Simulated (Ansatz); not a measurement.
`C[Si]1(C)CC1` at its PBE0-D4/def2-TZVP geometry, where that method's forces vanish. The species carries charge 0 and has multiplicity 1.

```xyz
15

C     1.5342    0.8202    0.8805
Si    0.1100   -0.0728    0.0757
C     0.1381   -1.9261    0.2698
C    -0.6855    0.6628   -1.4138
C    -1.5091    0.7884   -0.0957
H     2.4906    0.4940    0.4639
H     1.4439    1.8967    0.7209
H     1.5567    0.6371    1.9577
H     0.1091   -2.2130    1.3240
H     1.0416   -2.3554   -0.1707
H    -0.7264   -2.3712   -0.2271
H    -1.1159    0.0221   -2.1777
H    -0.3156    1.5963   -1.8276
H    -1.6358    1.7976    0.2850
H    -2.4360    0.2233   -0.0650
```

(1) What forces (eV/Å) does B3LYP-D4/def2-TZVPP give on these atoms in Ansatz? (Estimate.)

Results:

(1) The calculation gave: 
```
C1   0.078  0.046  0.044
Si2  0.009 -0.006  0.006
C3   0.004 -0.100  0.012
C4   0.088  0.017 -0.278
C5  -0.208  0.062  0.195
H6  -0.032  0.026  0.031
H7   0.019 -0.050  0.017
H8   0.016  0.019 -0.045
H9   0.003 -0.007 -0.051
H10 -0.045  0.000  0.025
H11  0.047  0.006  0.029
H12  0.024  0.054  0.032
H13 -0.033 -0.058  0.007
H14 -0.013 -0.061 -0.024
H15  0.044  0.051  0.001
```

B3LYP here is the variant with VWN-RPA as its local correlation; programs differ in this.
